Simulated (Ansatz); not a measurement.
Geometry optimisation of K6F5⁺.

```yaml
crystal:
  periodic: [false, false, false]
  atoms:
    - {symbol: K, position_ang: [2.044360, 1.314860, -1.472050]}
    - {symbol: K, position_ang: [-2.239580, -1.555510, 1.681560]}
    - {symbol: K, position_ang: [-0.724080, -1.002790, -1.793760]}
    - {symbol: K, position_ang: [-1.218530, 2.735470, -1.108350]}
    - {symbol: K, position_ang: [0.592760, 1.054100, 1.821850]}
    - {symbol: K, position_ang: [1.160300, -2.407610, 0.956240]}
    - {symbol: F, position_ang: [-1.262710, -2.430940, -0.141630]}
    - {symbol: F, position_ang: [-0.298170, -0.864700, 2.573350]}
    - {symbol: F, position_ang: [-0.462380, 1.118520, -2.468470]}
    - {symbol: F, position_ang: [0.592920, 2.644670, 0.228570]}
    - {symbol: F, position_ang: [1.815110, -0.606060, -0.277320]}
basis:
  gaussian: {orbitals: def2-SVP}
total_charge: 1
hamiltonian: {xc: pbe0, dispersion: d4}
scf: {lower_state_search: "off"}
output: {orbitals: {seedname: orbitals}}
relax: {f_tol: 0.02, max_steps: 100}
```

```sh
$ ansatz run in.yaml --threads 4 --pin off --events-out ev --progress --plain --max-ram 4787MiB
```

Shortened log:

```
Functional definition: PBE0
mean field -111479.39207938 eV, -4096.7920954715 hartree, gradient 2.2e-6 eV, S^2 0.000000; 0 other end points of the search recorded, 0 dependent functions left out
relax step   1: F+E_penalty+E_count = -111479.62529848 eV  Δ(F+E_penalty+E_count) = +0.000e0 eV  max|allowed force component| = 1.398e0 eV/Å  Δτ_max = 0.0000 Å  (16 SCF iters, accepted)
mean field -111480.37081352 eV, -4096.8280632876 hartree, gradient 6.9e-6 eV, S^2 0.000000; 0 other end points of the search recorded, 0 dependent functions left out
relax step   2: F+E_penalty+E_count = -111480.64277396 eV  Δ(F+E_penalty+E_count) = -1.017e0 eV  max|allowed force component| = 4.456e-1 eV/Å  Δτ_max = 0.1983 Å  (22 SCF iters, accepted)
mean field -111480.61812469 eV, -4096.8371518054 hartree, gradient 6.6e-6 eV, S^2 0.000000; 0 other end points of the search recorded, 0 dependent functions left out
relax step   3: F+E_penalty+E_count = -111480.88795514 eV  Δ(F+E_penalty+E_count) = -2.452e-1 eV  max|allowed force component| = 1.300e-1 eV/Å  Δτ_max = 0.1950 Å  (17 SCF iters, accepted)
mean field -111480.62164980 eV, -4096.8372813506 hartree, gradient 5.5e-6 eV, S^2 0.000000; 0 other end points of the search recorded, 0 dependent functions left out
relax step   4: F+E_penalty+E_count = -111480.88768957 eV  Δ(F+E_penalty+E_count) = +2.656e-4 eV  max|allowed force component| = 2.349e-1 eV/Å  Δτ_max = 0.2000 Å  (17 SCF iters, rejected (line search))
mean field -111480.65516802 eV, -4096.8385131227 hartree, gradient 6.5e-6 eV, S^2 0.000000; 0 other end points of the search recorded, 0 dependent functions left out
relax step   5: F+E_penalty+E_count = -111480.92229164 eV  Δ(F+E_penalty+E_count) = -3.434e-2 eV  max|allowed force component| = 4.060e-2 eV/Å  Δτ_max = 0.0980 Å  (18 SCF iters, accepted)
mean field -111480.66017320 eV, -4096.8386970598 hartree, gradient 6.8e-6 eV, S^2 0.000000; 0 other end points of the search recorded, 0 dependent functions left out
relax step   6: F+E_penalty+E_count = -111480.92619537 eV  Δ(F+E_penalty+E_count) = -3.904e-3 eV  max|allowed force component| = 9.651e-3 eV/Å  Δτ_max = 0.0852 Å  (18 SCF iters, accepted)
mean field -111480.66159896 eV, -4096.8387494554 hartree, gradient 7.2e-6 eV, S^2 0.000000; 0 other end points of the search recorded, 0 dependent functions left out
relax step   7: F+E_penalty+E_count = -111480.92702877 eV  Δ(F+E_penalty+E_count) = -8.334e-4 eV  max|allowed force component| = 8.029e-3 eV/Å  Δτ_max = 0.0560 Å  (17 SCF iters, accepted)
mean field -111480.66213423 eV, -4096.8387691262 hartree, gradient 7.2e-6 eV, S^2 0.000000; 0 other end points of the search recorded, 0 dependent functions left out
relax step   8: F+E_penalty+E_count = -111480.92725498 eV  Δ(F+E_penalty+E_count) = -2.262e-4 eV  max|allowed force component| = 1.272e-2 eV/Å  Δτ_max = 0.0325 Å  (18 SCF iters, accepted)
Total energy: -111480.92739541 eV, -4096.8485172947 hartree
Atom 0 at     1.960946     1.526846    -1.577757 Å, force    -0.002430    -0.012722     0.005579 eV/Å
Atom 1 at    -2.415951    -1.969098     1.998578 Å, force    -0.002192     0.002821    -0.001566 eV/Å
Atom 2 at    -0.467920    -1.133106    -1.898438 Å, force    -0.003208     0.001140    -0.001365 eV/Å
Atom 3 at    -1.186447     3.215089    -1.404323 Å, force    -0.002147    -0.001814     0.003510 eV/Å
Atom 4 at     0.880672     0.989810     1.829626 Å, force    -0.001956     0.001615     0.003132 eV/Å
Atom 5 at     0.993803    -2.547750     1.090584 Å, force     0.003674     0.011214    -0.007714 eV/Å
Atom 6 at    -1.240073    -2.511440    -0.025556 Å, force     0.003940    -0.001118     0.008479 eV/Å
Atom 7 at    -0.289457    -1.022518     2.594382 Å, force    -0.001239    -0.007562    -0.004206 eV/Å
Atom 8 at    -0.347047     1.242211    -2.488516 Å, force     0.005898     0.005425     0.003001 eV/Å
Atom 9 at     0.598119     2.733091     0.131483 Å, force    -0.000123     0.001219    -0.009259 eV/Å
Atom 10 at     1.513353    -0.523125    -0.250073 Å, force    -0.000218    -0.000218     0.000409 eV/Å
Dipole moment:    -0.442783     0.153913     0.072339 e Å
Checks for a lower state left out: stability, starts, cluster_reference, orbital_swaps, neighbouring_geometries, increment
```

It took 75 s on 4 threads of Arm Neoverse V2 on a shared host, peak host memory 0.91 GiB.

Another isomer (singlet) lies 0.04 eV lower at PBE0-D4/def2-TZVP; other spin states weren't run for this one.
